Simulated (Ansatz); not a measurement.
`CO[SiH]([SiH3])S` + `BN` → `BN[SiH]([SiH3])S` + CH₃OH  (ligand exchange at the Si–O bond)

Calculated with Ansatz (gas phase, PBE0-D4/def2-TZVP geometries, no zero-point term in ΔE). CCSD(T)/CBS is the MP2 limit (def2-TZVPP, def2-QZVPP) plus CCSD(T) − MP2 in def2-TZVPP, frozen cores. This one scheme is used for every species. Functionals use def2-TZVPP. B3LYP here is the variant with VWN-RPA as its local correlation; programs differ in this. Each species was taken in one conformer, which may not be the lowest.

| level | ΔE (kJ/mol) | difference from CCSD(T)/CBS |
| --- | --- | --- |
| PBE-D4 | 51.8 | 0.4 |
| r2SCAN-D4 | 56.1 | 4.7 |
| B3LYP-D4 | 56.8 | 5.4 |
| r2SCAN | 56.6 | 5.2 |
| PBE0 | 52.5 | 1.1 |
| B3LYP | 60.4 | 9.0 |
| CCSD(T)/def2-TZVPP | 52.0 | 0.6 |
| MP2/def2-QZVPP | 52.1 | 0.7 |
| SCS-MP2/def2-QZVPP | 53.6 | 2.2 |
| MP2/CBS(def2) | 51.7 | 0.3 |
| CCSD(T)/CBS | 51.4 | 0 |

Largest T1 diagnostic among the species: 0.013.

In def2-TZVPP, CCSD(T) changes the Hartree–Fock value by −8.3 kJ/mol (the triples alone add −0.9 kJ/mol) and MP2 by −8.0 kJ/mol. The D4 term adds −3.6 kJ/mol with B3LYP and −2.0 kJ/mol with PBE0; it sums over pairs of atoms, weighted by their polarisabilities, and B3LYP, whose exchange is more repulsive, gets the larger term.
